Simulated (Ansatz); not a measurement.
Ansatz results at the PBE0-D4/def2-TZVP geometry: HOMO–LUMO gap (ωB97M-V/def2-TZVPP) 11.96 eV; HOMO energy (PBE0/def2-TZVPP) -7.93 eV; HOMO energy (ωB97M-V/def2-TZVPP) -10.26 eV.

Each molecule was computed in one conformer, which needn't be the lowest.

Problem. Which molecule gave them?
A. `CNB(F)[SiH3]`
B. `OB[NH][GaH2]`
C. `N#C[SiH2][GaH2]`
D. `N[C]1=[C]([AlH2])[AlH]1`

Solution. A. The others give `N[C]1=[C]([AlH2])[AlH]1`: 8.30, -5.96, -8.04; `N#C[SiH2][GaH2]`: 9.27, -8.18, -10.18; `OB[NH][GaH2]`: 10.79, -7.34, -9.62.
